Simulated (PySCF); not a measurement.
## Low-lying terms of Cl⁷⁺ (chlorine, charge +7)

Ground state [Ne], ¹S. Calculation: PySCF 2.14, in x2c-TZVPall with one added diffuse shell each of s, p type (6s6p2d1f, 41 functions); scalar relativity by spin-free X2C-1e. Vertical excitation energies in eV without spin-orbit coupling; excited terms of each kind are numbered among those the solver found. Frozen: 1s2.

```
 term  leading excitation  EOM-EE-CCSD
1 3P°              2p → s       209.89
1 1P°              2p → s       211.27
 1 3S              2p → p       221.94
 1 3D              2p → p       224.66
 1 1D              2p → p       225.83
 1 1P              2p → p       226.10
 1 3P              2p → p       226.13
 1 1S              2p → p       234.40
2 3P°              2p → d       246.76
1 3F°              2p → d       247.66
1 1F°              2p → d       248.21
1 1D°              2p → d       248.83
 2 3D              2p → p       284.19
 2 1D              2p → p       284.61
```

The solver can miss terms.
